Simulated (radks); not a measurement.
Polarisabilities and homonuclear dispersion coefficients (atomic units). Level of theory: non-relativistic Kohn-Sham, LB94 model potential, spin-polarised, spherical densities, point nucleus; open shells are filled with parallel spins first (spin-orbit coupling, left out, can overturn this in heavy ions) (a radial shooting solver on a logarithmic mesh with Libxc functionals). Response by self-consistent Sternheimer equations with the Hartree and adiabatic LDA kernel. For heavy and open-shell atoms this level of theory can miss by tens of per cent. "Uncoupled" leaves out the induced potential. Quadrupole and octupole values are given only where no p, d or f shell is open. The Sternheimer factor gamma scales a distant field gradient at the nucleus by 1 - gamma.

species      configuration  alpha1 (bohr^3)  alpha1, uncoupled  alpha2 (bohr^5)  alpha3 (bohr^7)     C6      C8  Sternheimer gamma  recommended alpha1
Cd3+              [Kr] 4d9            3.591              5.363                -                -  16.02       -                  -                   -
Sr                [Kr] 5s2            151.9              274.6             4350            75260   2173  248400               26.0       197.2 +/- 0.2
Ag           [Kr] 4d10 5s1            38.76              61.40            295.0             4616  279.6   11810              -26.4            55 +/- 8
Br       [Ar] 3d10 4s2 4p5            20.44              31.39                -                -  162.2       -                  -            21 +/- 1
Zr+           [Kr] 4d2 5s1            49.77              74.41                -                -  389.4       -                  -                   -
Ni            [Ar] 3d8 4s2            36.78              65.76                -                -  261.6       -                  -            49 +/- 3
Ca                [Ar] 4s2            123.1              223.2                -                -   1507       -                  -         160.8 +/- 4
S+            [Ne] 3s2 3p3            11.19              17.74                -                -  55.61       -                  -                   -

Recommended values: Schwerdtfeger and Nagle, table of static dipole polarisabilities (2023 update), measured or computed.

Beside tabulated values, note that relativity, absent from the non-relativistic runs, is large for the heavy elements.
